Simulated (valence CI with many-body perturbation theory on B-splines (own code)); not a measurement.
## Nd52+: key properties

Calculated by valence CI with perturbative core correlation (CI+MBPT): six valence electrons over a frozen Dirac-Fock core [He], a basis of 9 s, 9 p, 8 d, 6 f, 3 g, 1 h functions for each j, with the one-electron correlation potential Σ1 (screened to all orders), the two-electron term Σ2, the three-electron term Σ3, Breit, model QED; selected single and double excitations, second order for the rest, scaled by the run's own slope (own B-spline code, finite nucleus).

No measured spectrum was set against this ion. As an estimate, large intervals hold to a few tenths of a per cent, small ones and those within an open d or f shell to about a per cent. Among the levels kept, up to 2400 cm⁻¹ of a level comes from second order outside the variational space, and about a tenth of that is noise between levels of different J, which matters for small intervals.

Levels are named by their leading jj configuration (3d3/2^4 stands for four electrons in 3d with j = 3/2), which in mixed levels can hold well under half, so a name can repeat and another be missing.

Rates and lifetimes use the calculated energies. Strong lines usually hold to 10 to 20 %, long lifetimes can be off by a factor of two.

**Question.** What is the ground level?

**Answer.** (2s^2 2p1/2^2 2p3/2^2) J=2, composition 69 % 2s²2p⁴ ³P + 31 % 2s²2p⁴ ¹D, g = 1.325.

**Question.** Name the longest-lived excited levels whose lifetime is computed, and their main decay.

**Answer.** (2s^2 2p1/2^2 2p3/2^2) J=0 at 358.96 × 10³ cm⁻¹ lives 23.0 ms, mostly by E2 to (2s^2 2p1/2^2 2p3/2^2) J=2; (2s^2 2p1/2 2p3/2^3) J=2 at 4476.6 × 10³ cm⁻¹ lives 1.32 ns, mostly by M1 to (2s^2 2p1/2^2 2p3/2^2) J=2; (2s^2 2p1/2 2p3/2^3) J=1 at 4334.4 × 10³ cm⁻¹ lives 607 ps, mostly by M1 to (2s^2 2p1/2^2 2p3/2^2) J=2.

**Question.** How well does LS coupling describe the low levels?

**Answer.** Among the lowest 20 levels the leading LS term, summed over configurations, holds 59 % on average. For single configurations the figures are 59 % in LS and 99 % in jj coupling. Terms mix most in the J = 2 level at 45761 × 10³ cm⁻¹, where the leading one holds 25 %.

**Question.** What are the static dipole polarisabilities of the lowest levels?

**Answer.** (2s^2 2p1/2^2 2p3/2^2) J=2 0.000183 (tensor 7.4e-06); (2s^2 2p1/2^2 2p3/2^2) J=0 0.000174 bohr³, of which the core gives 5.76e-07.

**Question.** Where does the other parity begin?

**Answer.** At (2s 2p1/2^2 2p3/2^3) J=2, 6754.7 × 10³ cm⁻¹.

**Question.** Among levels below 52369 × 10³ cm⁻¹, which E1 lines absorb most strongly from the ground level?

**Answer.** to (2s^2 2p1/2^2 2p3/2 3d5/2) J=3 at 0.2072 nm, f = 0.829; to (2s^2 2p1/2 2p3/2^2 3d3/2) J=3 at 0.1922 nm, f = 0.340; to (2s^2 2p1/2 2p3/2^2 3d3/2) J=3 at 0.1912 nm, f = 0.306.

**Question.** What is the ionisation energy?

**Answer.** 10289 eV; NIST lists 10288 ± 4 eV (theoretical).
